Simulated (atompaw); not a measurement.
Varying the PAW (atompaw) potential for rhodium (Rh)

Base potential:

Rh, PAW, made with atompaw 4.2.0.5 (LDA (PW92), scalar-relativistic). Core [Kr], reference 4d8 5s1 5p0. Waves: 5s (bound): rc 2.80 bohr; 5s channel at 0.3 Ry: rc 2.80 bohr; 5p (bound, empty): rc 2.80 bohr; 5p channel at 0.5 Ry: rc 2.80 bohr; 4d (bound): rc 2.80 bohr; 4d channel at 2.75 Ry: rc 1.50 bohr. Local part: bessel scheme, radius 2.40 bohr. Core correction: smooth core density matched at 2.00 bohr. Augmentation charge: sinc compensation charge, radius 2.05 bohr; PAW radius 2.80 bohr; waves and projectors: custom rrkj gramschmidtortho.

Cutoffs, loose and tight: the cutoffs (Ry, on a coarse ladder) from which the occupation-weighted sum of valence levels, in a spherical-Bessel basis at the reference potential, stays within 10 and 1 mRy of its value at 400 Ry. They see the waves, projectors and local potential, not the compensation charge or the core. A dash means not determined.

A true bound ghost makes a file unfit for plane-wave use even where its test errors are small: the radial tests pick states by their node count and pass the ghost by.

| change | outcome | cutoff, loose | cutoff, tight | bound ghosts |
| --- | --- | --- | --- | --- |
| base | generated | 12 Ry | 21 Ry | none |
| wave 5s channel at 0.3 Ry: rc 2.80 bohr becomes 5s channel at 2.66 Ry: rc 2.80 bohr | generated | 12 Ry | 21 Ry | none |
| core correction smooth core density matched at 1.46 bohr | generated | 12 Ry | 21 Ry | none |
| augmentation sinc compensation charge, radius 2.05 bohr; PAW radius 2.80 bohr; waves and projectors: custom rrkj vanderbiltortho | generated | 12 Ry | 21 Ry | none |
| wave 4d (bound): rc 2.80 bohr becomes 4d (bound): rc 2.36 bohr | generated | 18 Ry | 30 Ry | none |
| core [Ar] 3d10 4s2, valence charge 15; reference 4p6 4d8 5s1 5p0; waves now 5s (bound): rc 3.00 bohr; 5s channel at 4.8 Ry: rc 3.00 bohr; 4p (bound): rc 1.50 bohr; 5p (bound): rc 3.00 bohr; 4d (bound): rc 2.15 bohr; 4d channel at -0.15 Ry: rc 2.15 bohr; local potential bessel scheme, radius 2.95 bohr; core correction smooth core density matched at 1.60 bohr; augmentation sinc compensation charge, radius 2.80 bohr; PAW radius 3.00 bohr; waves and projectors: custom rrkj gramschmidtortho | generated | 35 Ry | 70 Ry | none |
| local potential troulliermartins scheme with l = 3 at -0.5 Ry, radius 2.40 bohr | generated | 12 Ry | 21 Ry | s |
| augmentation sinc compensation charge, radius 2.72 bohr; PAW radius 2.80 bohr; waves and projectors: custom rrkj gramschmidtortho | generated | 12 Ry | 21 Ry | none |
